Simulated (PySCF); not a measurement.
# Dipole moment and polarisability of `CCO/C(=C/Cl)O[SiH3]`

Compound: C4H9ClO2Si.
Cartesian coordinates in Å at the GFN2-xTB level; atoms count from 1:
```
atom  x, y, z in Å
C1    -1.9972    1.5222   -0.2402
C2    -1.4923    0.0884   -0.2597
O3    -0.0986    0.1245   -0.0080
C4     0.6087   -1.0327    0.0286
C5     0.1042   -2.2550   -0.1547
Cl6    1.1286   -3.6399   -0.0792
O7     1.8919   -0.8132    0.2738
Si8    2.5511    0.6781    0.5064
H9    -1.4896    2.1041   -1.0043
H10   -3.0666    1.5395   -0.4284
H11   -1.7958    1.9721    0.7279
H12   -1.6792   -0.3751   -1.2370
H13   -1.9914   -0.5089    0.5143
H14   -0.9271   -2.4702   -0.3551
H15    1.9525    1.3264    1.6709
H16    2.3710    1.5082   -0.6822
H17    3.9230    0.2436    0.7169
```

Level: wB97X-D/def2-SVPD (PySCF), static field, nuclei fixed, core orbitals frozen in the response. The polarisability tensor in these axes (au):

```
x   100.15  -3.69   4.31
y    -3.69 117.25   2.63
z     4.31   2.63  75.39
```

Task: Give the principal values, the mean and the anisotropy Δα = √{½[(α1 − α2)² + (α2 − α3)² + (α1 − α3)²]}.

Result: Principal values 74.42, 100.29 and 118.08 au; mean 97.60 au = 14.46 Å³ = 16.09 × 10⁻⁴⁰ C²·m²/J; Δα = 38.02 au (39 % of the mean).

Task: What is the dipole moment, and where does it point?

Result: (-2.39, 3.00, -0.20) D, 3.84 D in size, pointing from the negative to the positive side. Measured along this direction, the outermost atoms are Cl6 at the negative end and H10 at the positive end.

Task: What would n − 1 = 2πNα be for an ideal gas of these molecules at 400 K and 1 atm, electronic part alone?

Result: N = p/kT = 1.8347 × 10¹⁹ cm⁻³, so n − 1 = 2π × N × 14.46 × 10⁻²⁴ cm³ = 1667 × 10⁻⁶ at long wavelengths.

Task: Give the eigenvalues of the traceless quadrupole moment Θ = ½Σq(3rr − r²1), origin at the centre of nuclear charge.

Result: -6.98, -2.78, 9.76 D·Å. The values depend on the origin, since the dipole doesn't vanish. The electronic extent ⟨r²⟩ about the same centre is 1817 bohr², a root-mean-square distance of 2.52 Å for the 80 electrons.

Task: In a dilute gas of rigid molecules at 273 K, how does the orientational term μ²/3kT compare with the electronic polarisability?

Result: In Gaussian units μ²/3kT = 130.26 Å³ against 14.46 Å³, a ratio of 9.01; the Debye molar polarisation (4π/3)N_A(α + μ²/3kT) is 365.1 cm³/mol, leaving out the vibrational part.

Task: Directions of the eigenvectors, and the extent of the frame along each?

Result: Largest value along (-0.19, 0.98, 0.04), where the nuclei span 6.10 Å; middle along (0.97, 0.18, 0.19), 6.73 Å; least along (-0.18, -0.08, 0.98), 2.40 Å. The strongest response doesn't lie along the longest of the three spans.

Task: What depolarisation ratio follows for Rayleigh scattering of linearly polarised light, taking the static tensor?

Result: ρ = 3Δα²/(45ᾱ² + 4Δα²) = 4337.3/(428618 + 5783.1) = 0.00998.

Isolated species at its GFN2-xTB geometry (one conformer only).
